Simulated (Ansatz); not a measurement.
Geometry optimisation, Ansatz, RKS PBE0-D4/STO-3G.

input.yaml

```yaml
crystal:
  periodic: [false, false, false]
  atoms:
    - { symbol: C, position_ang: [-0.9054, 0.6181, 1.0897] }
    - { symbol: C, position_ang: [0.4814, 0.339, 0.6951] }
    - { symbol: Si, position_ang: [0.6655, -0.9171, -0.6931] }
    - { symbol: C, position_ang: [0.0183, -0.3115, -2.2955] }
    - { symbol: "N", position_ang: [-0.5245, 0.0501, -3.3014] }
    - { symbol: H, position_ang: [-0.973, 1.4109, 1.8906] }
    - { symbol: H, position_ang: [-1.4598, -0.2298, 1.4215] }
    - { symbol: H, position_ang: [-1.4696, 1.1033, 0.2265] }
    - { symbol: H, position_ang: [1.0127, -0.012, 1.6267] }
    - { symbol: H, position_ang: [0.9901, 1.2709, 0.4232] }
    - { symbol: H, position_ang: [0.0683, -2.1997, -0.2218] }
    - { symbol: H, position_ang: [2.1728, -1.1774, -0.8275] }
basis:
  gaussian: { orbitals: STO-3G }
hamiltonian:
  xc: pbe0
  dispersion: d4
relax:
  f_tol: 0.02
  max_steps: 40
scf:
  lower_state_search: "off"
output:
  orbitals: {}
```

Command:

```bash
$ ansatz run input.yaml --threads 1 --pin off --max-ram 2048MiB --backend cpu --events-out ev --progress --plain --runs-dir out
```

**Question.** Where does it end, and by what steps?

**Answer.** It converged. Limits of this set-up: minimal basis. After 5 steps the energy has fallen by 0.479 eV; N5 moved furthest, 0.16 Å.

| step | energy less start (eV) | largest force component (eV/Å) | accepted |
| --- | --- | --- | --- |
| 0 | 0.0000 | 4.039 | yes |
| 1 | -0.4320 | 0.981 | yes |
| 2 | -0.4718 | 0.273 | yes |
| 3 | -0.4758 | 0.114 | yes |
| 4 | -0.4774 | 0.086 | yes |
| 5 | -0.4791 | 0.017 | yes |

```xyz
12
Properties=species:S:1:pos:R:3
C -0.945 0.661 1.033
C 0.534 0.343 0.725
Si 0.745 -0.944 -0.621
C -0.039 -0.320 -2.160
N -0.557 0.097 -3.148
H -1.022 1.421 1.821
H -1.480 -0.235 1.375
H -1.460 1.044 0.141
H 1.029 -0.016 1.637
H 1.050 1.265 0.428
H 0.083 -2.182 -0.281
H 2.138 -1.189 -0.916
```

Whether the end is a true minimum wasn't checked by a vibrational analysis.

Run time: 12 s on 1 thread of Arm Neoverse V1, on a shared host, peak memory 0.12 GiB.
